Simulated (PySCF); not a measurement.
## Rh: excitation energy

Rh [Kr] 4d8 5s1 (4F) → Rh [Kr] 4d8 5p1 (high-spin determinant), as a difference of total energies. Calculation: PySCF 2.14, in def2-TZVPPD with the def2 core potential (28 electrons) (6s4p3d2f1g, 56 functions); a scalar-relativistic core potential. Correlated levels: valence: 4s2 4p6 frozen. The calculations carry no spin-orbit coupling.

| method | excitation energy (cm⁻¹) |
| --- | --- |
| UHF | 24761 |
| MP2 (valence) | 28725 |
| SCS-MP2 (valence) | 27863 |
| CCSD (valence) | 27935 |
| CCSD(T) (valence) | 28004 |

The determinant of the upper state mixes LS terms, which raises its energy above the lowest term, most at the Hartree-Fock and MP2 levels.
